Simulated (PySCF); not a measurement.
GeH5O3P, SMILES [OH][Ge]([OH])([OH])[PH2]. Geometry: B3LYP-D3(BJ)/def2-SVP. Other conformers were not sampled.

Problem. Give the equilibrium geometry at B3LYP-D3(BJ)/def2-SVP (PySCF confirms it by a frequency run) as bond lengths and angles. (An estimate is asked for; the answer gives what the named calculation found.)

Solution. Several could match; the one computed here: 
Atoms: O1 Ge2 O3 O4 P5 H6 H7 H8 H9 H10. Bonded distances (Å): O1–Ge2 1.777, O1–H6 0.968, Ge2–O3 1.786, Ge2–O4 1.778, Ge2–P5 2.320, O3–H7 0.967, O4–H8 0.968, P5–H9 1.428, P5–H10 1.429. Bond angles (°): Ge2–O1–H6 110.3, O1–Ge2–O3 101.7, O1–Ge2–O4 108.5, O1–Ge2–P5 116.6, O3–Ge2–O4 111.3, O3–Ge2–P5 113.2, O4–Ge2–P5 105.5, Ge2–O3–H7 113.2, Ge2–O4–H8 111.4, Ge2–P5–H9 91.8, Ge2–P5–H10 91.8, H9–P5–H10 93.5.
